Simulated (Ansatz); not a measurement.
C₄H₁₀ClGa, SMILES `C[CH](C)[Ga]([CH3])[Cl]`, 16 atoms. The species carries charge 0 and has multiplicity 1. Correlated methods include outer-core shells of Ga, which these sets cover unevenly. Scalar relativity is left out up to krypton. All runs use 3 threads of an AMD EPYC 7R13 on a shared host and a share of an NVIDIA H100 80 GB. Correlated methods freeze the cores. Open-shell runs search over several starts.

(1) How many basis functions does each run have, and how long does it take in Ansatz? RKS PBE0-D4/def2-TZVP relaxation (54 steps); UKS ωB97X-V/def2-TZVPP energy of the cation; RHF-CCSD(T)/def2-SVP energy; RKS ωB97M-V/def2-QZVPP energy; RHF-CCSD(T)/def2-TZVPP energy; UKS PBE0-D4/def2-TZVPP energy of the cation; UKS r2SCAN-D4/def2-TZVPP energy of the cation; UHF-CCSD(T)/def2-TZVPP energy of the cation; RKS HSE06-D4/def2-TZVPP energy; RKS ωB97M-V/def2-SVP energy; RKS r2SCAN-D4/def2-TZVPP energy and forces; UHF-MP2/def2-QZVPP energy of the cation. (An estimate is asked.)

## Answers

(1) Computed: Other jobs shared the machine, so times are rough.

```tsv
level	job	functions	wall time	peak host memory (GiB)
RKS HSE06-D4/def2-TZVPP	energy	354	2 s	0.9
RKS r2SCAN-D4/def2-TZVPP	energy and forces	354	2.6 s	0.92
UKS PBE0-D4/def2-TZVPP	energy of the cation	354	2.8 s	0.95
RHF-CCSD(T)/def2-SVP	energy	156	2.8 s	0.81
RKS ωB97M-V/def2-SVP	energy	156	3.3 s	0.9
UKS ωB97X-V/def2-TZVPP	energy of the cation	354	4.1 s	1.1
UKS r2SCAN-D4/def2-TZVPP	energy of the cation	354	5.5 s	1
RKS ωB97M-V/def2-QZVPP	energy	687	7 s	1.4
RHF-CCSD(T)/def2-TZVPP	energy	354	18 s	1.5
UHF-MP2/def2-QZVPP	energy of the cation	687	32 s	1.4
RKS PBE0-D4/def2-TZVP	relaxation (54 steps)	269	65 s	0.97
UHF-CCSD(T)/def2-TZVPP	energy of the cation	354	100 s	1.6
```

HSE06 is defined as in plane-wave codes.
